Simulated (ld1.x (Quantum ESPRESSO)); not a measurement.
# bromine (Br): one change to a TM potential, before and after

```json
{"Element": "Br", "Generator": "ld1.x (Quantum ESPRESSO) 7.5", "Type": "norm-conserving Troullier–Martins (Kleinman–Bylander form)", "Functional": "Wu–Cohen", "Relativity": "fully relativistic", "Frozen core": "[Ar] 3d10", "Valence charge": "7", "Reference configuration": "4s2 4p4.5 (charge +0.5)", "Partial waves": "4s (bound): rc 1.10 bohr; 4p (bound): rc 1.70 bohr; 4d channel at 0.3 Ry: rc 1.80 bohr", "Local potential": "the d channel", "Core correction": "Bessel-smoothed model core inside 0.95 bohr"}
```

Open shells are filled in proportion to 2j + 1 (rel_dist='average').

All-electron outer shells of the reference configuration (Wu–Cohen, scalar-relativistic, ld1.x):

```json
{"shell": "4s", "level (eV)": "-25.13", "outermost node (bohr)": "0.67", "outermost maximum (bohr)": "1.41"}
{"shell": "4p", "level (eV)": "-12.51", "outermost node (bohr)": "0.70", "outermost maximum (bohr)": "1.64"}
```

Change: wave 4s (bound): rc 1.10 bohr becomes 4s (bound): rc 1.22 bohr.

Cutoffs: the cutoffs (Ry, on a coarse ladder) from which the occupation-weighted sum of valence levels, in a spherical-Bessel basis at the reference potential, stays within 10 and 1 mRy of its value at 400 Ry; they do not see the model core or the augmentation charge, which bear on the density cutoff. Errors are all-electron minus pseudo energies relative to the spin-unpolarised reference configuration.

Question: Predict the effect on cutoff, ghosts and configuration errors.

Answer: The potential gets softer (100 Ry and 200 Ry → 55 Ry and 110 Ry); of the 7 tests that both files solve, the error grows in 0 and shrinks in 1 by more than 15 % and 0.3 meV (median size 11.4 → 6.6 meV); neither file shows a bound ghost. A larger radius leaves more room for a smooth pseudo-wave, so fewer plane waves are needed.

```csv
quantity,base,changed
"cutoff, loose",100 Ry,55 Ry
"cutoff, tight",200 Ry,110 Ry
loose cutoff by channel (10 mRy a level),"s 70 Ry, p 21 Ry","s 45 Ry, p 21 Ry"
bound ghosts,none,none
"error for 4s2 4p5, meV [ΔE -5.08 eV]",-1.6,-1.6
"error for 4s2 4p4, meV [ΔE 7.49 eV]",-2.2,-2.2
"error for 4s2 4p3, meV [ΔE 30.29 eV]",-25,-25
"error for 4s2 4p5.3, meV [ΔE -7.04 eV]",-3.5,-3.5
"error for 4s1 4p6, meV [ΔE 7.31 eV]",-11,-6.6
"error for 4s2 4p1, meV [ΔE 110.50 eV]",-167,-172
"error for 4s2 4p2, meV [ΔE 64.35 eV]",-79,-81
s: phases at 1.94 bohr within 0.05 rad from the reference energy up to (Ry; the scan ends near 5),3.2,3.1
p1/2: phases at 1.94 bohr within 0.05 rad from the reference energy up to (Ry; the scan ends near 5),4.0,4.0
p3/2: phases at 1.94 bohr within 0.05 rad from the reference energy up to (Ry; the scan ends near 5),4.4,4.4
d3/2: phases at 1.94 bohr within 0.05 rad from the reference energy up to (Ry; the scan ends near 5),to the end of the scan,to the end of the scan
d5/2: phases at 1.94 bohr within 0.05 rad from the reference energy up to (Ry; the scan ends near 5),to the end of the scan,to the end of the scan
```
